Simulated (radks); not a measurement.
Task: The mean radii <r> (bohr) of the occupied orbitals of an atom or ion are listed with their occupations. Method: scalar-relativistic Kohn-Sham, SOGGA, spin-unpolarised, spherical densities, point nucleus; computed with a radial shooting solver on a logarithmic mesh with Libxc functionals.

| orbital | occ. | <r> |
|---|---|---|
| 1s | 2 | 0.08581 |
| 2s | 2 | 0.4138 |
| 2p | 6 | 0.3758 |
| 3s | 2 | 1.292 |
| 3p | 3 | 1.396 |

Name the element and its charge.

Result: Z = 18, argon, charge +3: Ar3+ in [Ne] 3s2 3p3. The 1s radius gives Z: for a bare nucleus <r> = (2 gamma + 1)/(2Z) with gamma = sqrt(1 - (Z/c)^2), 0.08285 bohr for Z = 18, and screening makes it slightly larger (0.08581 here). The occupations add up to 15, and the charge is Z minus that.
